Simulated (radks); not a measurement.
The numbers below are computed, except where a source is named.
Species: Os III. Configuration: [Kr] 4d10 4f14 5s2 5p4 5d6 5f2 (not the ground configuration).

Code: a radial shooting solver on a logarithmic mesh with Libxc functionals. Model: scalar-relativistic Kohn-Sham, r2SCAN, spin-polarised, spherical densities, finite nucleus; open shells are filled with parallel spins first (spin-orbit coupling, left out, can overturn this in heavy ions); meta-GGA in the generalised Kohn-Sham scheme; Fermi nuclear charge, rms radius 5.4126 fm.

Energy parts (hartree):
part                       energy
total                 -17246.7060
kinetic                19109.4246
electron-nucleus      -42642.5143
Hartree                 6623.9188
exchange-correlation    -337.5351

Orbitals (lengths in bohr, moments of r in powers of bohr; <r^-3> diverges for s and p1/2; r(max) is where P^2 peaks):
1s up: occ. 1; eigenvalue (hartree) -2718.779; r(max) 0.01103
1s down: occ. 1; eigenvalue (hartree) -2718.765; r(max) 0.01103
2s up: occ. 1; eigenvalue (hartree) -475.6510; r(max) 0.06337
2s down: occ. 1; eigenvalue (hartree) -475.6308; r(max) 0.06337
2p up: occ. 3; eigenvalue (hartree) -414.3086; <r^-3> 21910; r(max) 0.05219
2p down: occ. 3; eigenvalue (hartree) -414.2864; <r^-3> 21910; r(max) 0.05219
3s up: occ. 1; eigenvalue (hartree) -112.1207; r(max) 0.1786
3s down: occ. 1; eigenvalue (hartree) -112.1146; r(max) 0.1786
3p up: occ. 3; eigenvalue (hartree) -94.02582; <r^-3> 4950; r(max) 0.1772
3p down: occ. 3; eigenvalue (hartree) -94.01620; <r^-3> 4949; r(max) 0.1772
3d up: occ. 5; eigenvalue (hartree) -73.76352; <r^-3> 625.6; r(max) 0.1446
3d down: occ. 5; eigenvalue (hartree) -73.74611; <r^-3> 625.5; r(max) 0.1446
4s up: occ. 1; eigenvalue (hartree) -24.97620; r(max) 0.4048
4s down: occ. 1; eigenvalue (hartree) -24.94793; r(max) 0.4050
4p up: occ. 3; eigenvalue (hartree) -19.01380; <r^-3> 1161; r(max) 0.4249
4p down: occ. 3; eigenvalue (hartree) -18.98802; <r^-3> 1159; r(max) 0.4252
4d up: occ. 5; eigenvalue (hartree) -11.57127; <r^-3> 127.0; r(max) 0.4346
4d down: occ. 5; eigenvalue (hartree) -11.54017; <r^-3> 127.1; r(max) 0.4349
5s up: occ. 1; eigenvalue (hartree) -4.81866; r(max) 0.9134
5s down: occ. 1; eigenvalue (hartree) -4.57387; r(max) 0.9054
4f up: occ. 7; eigenvalue (hartree) -3.31500; <r^-3> 22.92; r(max) 0.4067
5p up: occ. 3; eigenvalue (hartree) -3.26741; <r^-3> 187.6; r(max) 1.023
4f down: occ. 7; eigenvalue (hartree) -3.26439; <r^-3> 23.23; r(max) 0.4065
5p down: occ. 1; eigenvalue (hartree) -3.00229; <r^-3> 192.8; r(max) 1.015
5d up: occ. 5; eigenvalue (hartree) -1.42646; <r^-3> 13.48; r(max) 1.270
5d down: occ. 1; eigenvalue (hartree) -1.19047; <r^-3> 12.74; r(max) 1.276
6s up: occ. 0; eigenvalue (hartree) -1.07704; r(max) 2.135
6s down: occ. 0; eigenvalue (hartree) -0.94989; r(max) 2.184
6p up: occ. 0; eigenvalue (hartree) -0.73067; <r^-3> 28.14; r(max) 2.611
6p down: occ. 0; eigenvalue (hartree) -0.63064; <r^-3> 25.93; r(max) 2.652
5f up: occ. 2; eigenvalue (hartree) -0.27794; <r^-3> 0.2383; r(max) 3.600

The highest occupied level is 5f up at -7.563 eV. The configuration is held as typed, so some empty levels lie below it. The electron density at the nucleus is 1.788e+06 e/bohr^3 (large components only). Spin moment in Bohr magnetons: 8. Summed over all electrons, <r^2> = 75.72 bohr^2, which gives a Langevin (diamagnetic) susceptibility term of -60 x 10^-6 cm^3/mol. The density falls to 0.001 e/bohr^3 at r = 5.18 bohr.
